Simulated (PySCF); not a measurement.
# Electron correlation in La²⁺ (lanthanum, charge +2)

[Xe] 4f1, 2F determinant (an excited configuration). Computed with PySCF 2.14 in x2c-TZVPPall with one added diffuse shell each of s, p, d type (12s8p8d3f1g, 106 functions), with scalar relativity by spin-free X2C-1e. Frozen: [Ar] 3d10; 27 electrons correlated.

MP2 pair energies summed by pair of shells (mhartree):

| pair | energy | share (%) |
| --- | --- | --- |
| 4d-4d | -266.16 | 39.3 |
| 4d-5p | -125.44 | 18.5 |
| 5p-5p | -107.76 | 15.9 |
| 4p-4d | -27.37 | 4.0 |
| 5s-5p | -26.96 | 4.0 |
| 4d-5s | -25.24 | 3.7 |
| 4f-5p | -21.48 | 3.2 |
| 4p-4p | -17.36 | 2.6 |
| 4s-4d | -17.26 | 2.6 |
| 4d-4f | -9.98 | 1.5 |
| 4p-5p | -6.78 | 1.0 |
| 4p-5s | -6.17 | 0.9 |
| 5s-5s | -5.45 | 0.8 |
| 4f-5s | -4.37 | 0.6 |
| 4s-4p | -2.81 | 0.4 |
| 4p-4f | -2.56 | 0.4 |
| 4s-4s | -1.77 | 0.3 |
| 4s-5p | -1.02 | 0.2 |
| 4s-5s | -0.57 | 0.1 |
| 4s-4f | -0.32 | 0.0 |

Total MP2 correlation energy: -676.85 mhartree.

Same-spin part -246.71 and opposite-spin part -430.14 mhartree; SCS-MP2 scales them by 1/3 and 6/5 to -598.40 mhartree.

This basis was not built for core-valence correlation, so the inner-shell part is incomplete.
